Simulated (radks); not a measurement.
The numbers below are computed, except where a source is named.
Spin polarisation of the 5d8 shell in Au3+. Start: [Xe] 4f14 5d(up 4, down 4); electrons of 5d are moved from spin down to spin up, other shells keep equal spins. Level of theory: scalar-relativistic Kohn-Sham, LDA (Slater exchange, Perdew-Wang correlation), spin-polarised, spherical densities, finite nucleus; Fermi nuclear charge, rms radius of each element as measured or else 0.836 A^(1/3) + 0.57 fm (a radial shooting solver on a logarithmic mesh with Libxc functionals).

moment (Bohr magnetons)  E - E(0) (eV)  e(5d up) (eV)  e(5d down) (eV)  5p down minus up (eV)  4f down minus up (eV)
0                                0.000        -40.922          -40.922                  0.000                  0.000
0.5                             -0.040        -41.079          -40.760                  0.299                  0.067
1                               -0.159        -41.229          -40.591                  0.599                  0.134
1.5                             -0.359        -41.374          -40.415                  0.899                  0.201
2                               -0.639        -41.513          -40.233                  1.200                  0.268

At moment 2 the spin-polarisation energy is -0.639 eV and the 5d exchange splitting 1.280 eV, that is 0.640 eV per Bohr magneton; E = -I m^2/4 would give I = 0.639 eV.
